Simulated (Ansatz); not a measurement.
Start from `[OH][InH][ZnH]` and change one atom or group to get `[OH][InH][SH]`.

Ansatz, PBE0-D4/def2-TZVP geometries, multiplicity 1. Each molecule was computed in one conformer, which needn't be the lowest.

Elements past krypton have def2 core potentials. Scalar relativity is left out up to krypton.

```json
{"property": "LUMO energy (PBE0/def2-TZVPP) / eV", "`[OH][InH][ZnH]`": "-2.11"}
{"property": "HOMO energy (ωB97M-V/def2-TZVPP) / eV", "`[OH][InH][ZnH]`": "-8.95"}
{"property": "HOMO energy (B3LYP/def2-TZVPP) / eV", "`[OH][InH][ZnH]`": "-6.79"}
{"property": "HOMO–LUMO gap (B3LYP/def2-TZVPP) / eV", "`[OH][InH][ZnH]`": "4.44"}
{"property": "size of the dipole moment (PBE/def2-TZVPP) / D", "`[OH][InH][ZnH]`": "1.45"}
{"property": "HOMO energy (PBE0/def2-TZVPP) / eV", "`[OH][InH][ZnH]`": "-6.95"}
```

Q: What does the change do to each property? (Estimate.)

A: Computed: 
```tsv
property	`[OH][InH][SH]`	shift
LUMO energy (PBE0/def2-TZVPP) / eV	-1.23	0.88
HOMO energy (ωB97M-V/def2-TZVPP) / eV	-9.69	-0.74
HOMO energy (B3LYP/def2-TZVPP) / eV	-7.25	-0.46
HOMO–LUMO gap (B3LYP/def2-TZVPP) / eV	5.75	1.31
size of the dipole moment (PBE/def2-TZVPP) / D	1.99	0.54
HOMO energy (PBE0/def2-TZVPP) / eV	-7.50	-0.55
```

With PBE0 the HOMO falls by 0.55 eV and the LUMO rises by 0.88 eV, so the gap widens by about 1.43 eV. PBE moves the HOMO by -0.30 eV and ωB97M-V by -0.74 eV. Dipoles are sizes alone; their direction can turn.

B3LYP here is the variant with VWN-RPA as its local correlation; programs differ in this.
